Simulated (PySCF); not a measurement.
Species: C7H8N2.
Numbering: `[H]/[N:1]=[CH:2]\[c:3]1[cH:4][cH:5][cH:6][c:7]([NH2:8])[cH:9]1` (hydrogens: H10 on N1; H11 on C2; H12 on C4; H13 on C5; H14 on C6; H15, H16 on N8; H17 on C9)

The closed-shell SCF was solved with PySCF and density fitting under several settings on one GFN2-xTB geometry (grid level 2 and gas phase unless stated).

```csv
settings,basis functions,SCF cycles,E (Eh),HOMO (eV),LUMO (eV),dipole (D)
PBE0/pcSseg-1,193,14,-380.5552,-6.21,-1.24,4.23
PBE0/def2-SVPD,244,14,-380.3517,-6.26,-1.34,4.22
```

**Question.** Estimate the rows for these settings: (1) B97-D/pcSseg-1, IEF-PCM benzene, damping 0.2 at the start, DIIS from the seventh cycle; (2) OPBE/def2-SVP, fitting basis def2-universal-jkfit.

**Answer.** 
| settings | basis functions | SCF cycles | E (Eh) | HOMO (eV) | LUMO (eV) | dipole (D) |
| --- | --- | --- | --- | --- | --- | --- |
| B97-D/pcSseg-1, IEF-PCM benzene, damping 0.2 at the start, DIIS from the seventh cycle | 193 | 21 | -380.7203 | -5.02 | -2.00 | 4.90 |
| OPBE/def2-SVP, fitting basis def2-universal-jkfit | 166 | 13 | -380.6230 | -5.07 | -1.93 | 4.21 |

**Question.** Over all rows, what range does the HOMO–LUMO gap span?

**Answer.** From 3.02 eV (B97-D/pcSseg-1, IEF-PCM benzene, damping 0.2 at the start, DIIS from the seventh cycle) to 4.97 eV (PBE0/pcSseg-1). The functional of the narrowest has no exact exchange, that of the widest 25 % exact exchange.

**Question.** Compare two rows with the functional PBE0: PBE0/pcSseg-1 and PBE0/def2-SVPD. Which energy is lower, and by how much?

**Answer.** PBE0/pcSseg-1 (193 functions) lies 0.2035 Eh or 128 kcal/mol below PBE0/def2-SVPD (244 functions). The smaller set gives the lower energy; the two sets aren't nested, so the variational bound doesn't order them by size.

Whole jobs, the steps after the SCF included, on Intel Xeon Platinum 8375C at 2.90 GHz, one thread, no GPU, shared host:

```tsv
settings	work after the SCF	wall time	peak memory
PBE0/pcSseg-1	shieldings, ring-centre shieldings, charges and field gradients	33 s	0.85 GiB
PBE0/def2-SVPD	6 singlets by full TDDFT, 2 Tamm–Dancoff triplets, polarisability	48 s	0.94 GiB
B97-D/pcSseg-1, IEF-PCM benzene, damping 0.2 at the start, DIIS from the seventh cycle	shieldings, ring-centre shieldings, charges and field gradients	51 s	0.86 GiB
OPBE/def2-SVP, fitting basis def2-universal-jkfit	spin–spin couplings from 8 perturbed nuclei, spin–dipole term left out	32 s	0.57 GiB
```

B97-D ran without the empirical dispersion term, which would shift the total energy alone. Cycle counts include a coarse-grid stage where the run had one. Geometry: GFN2-xTB, one conformer.

Shape of the structure used: `[H]/[N:1]=[CH:2]\[c:3]1[cH:4][cH:5][cH:6][c:7]([NH2:8])[cH:9]1`: N1–C2–C3–C4 0°, H–N8–C7–C6 163°, H–N8–C7–C6 21°.
